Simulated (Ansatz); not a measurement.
MnN3F3H9⁻ (relaxed from a model of mer-[MnF3(NH3)3]-, whose bonding it doesn't keep). Charge -1, multiplicity 4. Geometry B3LYP-D4/def2-SVPD; atoms count from 1.

Cartesian coordinates in Å:
```
Mn 0.6144 -0.3654 0.6712
F -1.3582 0.5507 0.7678
F 0.3872 -1.3905 -0.9928
F 1.6257 0.1384 2.2360
N -1.0178 0.9984 -1.9742
H -0.6443 0.0471 -2.0724
H -1.7948 1.1043 -2.6211
H -1.3943 0.9880 -1.0097
N 1.5139 1.1443 -0.4665
H 2.2633 0.7949 -1.0608
H 1.8692 1.8871 0.1303
H 0.7629 1.4899 -1.0809
N -0.5244 -1.7562 1.7580
H -0.6899 -2.6701 1.3462
H -1.3369 -1.1346 1.6284
H -0.2760 -1.8264 2.7407
```

The charge -1 quartet is spin-contaminated (final ⟨S²⟩ up to 4.15, 3.75 for a pure state). The highest occupied level of the charge -1 quartet lies above zero (up to 0.56 eV). The electron is either unbound and held by the finite basis, or the level is raised by self-interaction error. In the quartet geometry the species has come apart into loosely held pieces. The name describes the sextet; other states may take another shape. At PBE0-D4/def2-TZVPD a sextet of charge -1 lies 1.75 eV below the quartet, each at its own geometry.

(1) Estimate the Mulliken populations from the PBE0/def2-TZVPD orbitals of Ansatz.

(2) Where does the spin sit?

(3) And the Mayer bond orders between heavy atoms (over 0.3)?

## Answers

(1) 
```csv
atom,charge (e),spin (α − β),d electrons
Mn1,0.84,3.08,5.39
F2,-0.87,0.01,–
F3,-0.83,0.00,–
F4,-0.88,0.02,–
N5,-0.74,0.00,–
H6,0.22,0.00,–
H7,0.15,0.00,–
H8,0.30,0.00,–
N9,-0.44,-0.06,–
H10,0.24,0.01,–
H11,0.26,0.00,–
H12,0.38,0.00,–
N13,-0.46,-0.06,–
H14,0.23,-0.01,–
H15,0.38,0.00,–
H16,0.22,0.00,–
```
Mulliken values depend strongly on the basis. With diffuse functions, as here, like atoms can get unlike values, and bond orders can come out too low or too high.

(2) Summed by element: Mn 3.08, F 0.04, N -0.12, H 0.00, of 3 unpaired in all. Largest on single atoms: Mn1 3.08, N9 -0.06, N13 -0.06.

(3) Mn1–F3 0.35 (1.97 Å); Mn1–F4 0.33 (1.93 Å); Mn1–N9 0.33 (2.09 Å); Mn1–N13 0.36 (2.10 Å).
